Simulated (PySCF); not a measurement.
One reaction down a group: Si, Ge, Sn, Pb

The same gas-phase reaction for Si, Ge, Sn, Pb:
- SiI4 + Br2 → SiI2 + 2 IBr
- GeI4 + Br2 → GeI2 + 2 IBr
- SnI4 + Br2 → SnI2 + 2 IBr
- PbI4 + Br2 → PbI2 + 2 IBr

Computed with PySCF and rigid-rotor harmonic-oscillator thermochemistry at 1 bar. S°(298 K) at PBE0/def2-TZVP differs from the NASA 1993 table for PbI2 (-6 J/mol/K); whether the harmonic model or the table's entry is off was not settled. † marks an energy on the PBE0/def2-TZVP geometry and frequencies. MP2 and CCSD(T) freeze the core. All species are closed-shell singlets. I, Pb, Sn: scalar-relativistic def2 core potential, no spin-orbit coupling. Br, Ge: all electrons, no relativistic terms. MP2 isn't extrapolated to the basis-set limit. CCSD(T) isn't extrapolated to the basis-set limit. The harmonic model lacks anharmonicity and excited electronic states, which grow with temperature; levels with a mode under 35 cm⁻¹ are left out. Soft modes under 120 cm⁻¹ make the harmonic entropy rough for SiI4, SiI2, GeI4, GeI2, SnI4, SnI2, PbI4, PbI2.

ΔH°(298 K) in kJ, by level:

| level | Si | Ge | Sn | Pb |
|---|---|---|---|---|
| ωB97M-V/def2-TZVP† | 269.0 | 185.8 | 165.8 | 50.1 |
| MP2/def2-SVP† | 288.9 | 225.4 | 201.6 | 78.8 |
| LDA/def2-TZVP† | 284.7 | 198.3 | 167.4 | 72.3 |
| ωB97X-V/def2-TZVP† | 287.1 | 200.5 | 174.1 | 49.3 |
| CCSD(T)/def2-SVP† | 250.1 | 191.2 | 173.4 | 56.9 |
| PBE0/def2-QZVP† | 261.2 | 175.2 | 151.8 | 39.3 |
| PBE/def2-TZVP† | 241.6 | 154.9 | 129.6 | 33.8 |

At ωB97M-V/def2-TZVP†, ΔH° falls from Si to Pb, over a range of 218.9 kJ; the steps are -83.2, -20.0, -115.7 kJ. 7 of the 7 levels shown give the same order. The levels scatter most for Sn (72.0 kJ between the highest and the lowest) and least for Pb (45.0 kJ). ΔS°(298 K) runs from 162.9 to 178.4 J/K, so TΔS° at 298 K spreads over 4.6 kJ among the members, against 218.9 kJ for ΔH°.

Free energies at ωB97M-V/def2-TZVP†:

| member | ΔS°(298 K), J/K | ΔG°(298 K), kJ | ΔG°(800 K), kJ | ΔG° changes sign |
|---|---|---|---|---|
| Si | 178.4 | 216 | 129 | 1400 to 1600 K |
| Ge | 175.4 | 133 | 49 | 1000 to 1200 K |
| Sn | 168.7 | 116 | 34 | 1000 to 1200 K |
| Pb | 162.9 | 2 | -77 | 298.15 to 400 K |

The NASA 1993 table holds none of these reactions whole; the comparison is among the levels.
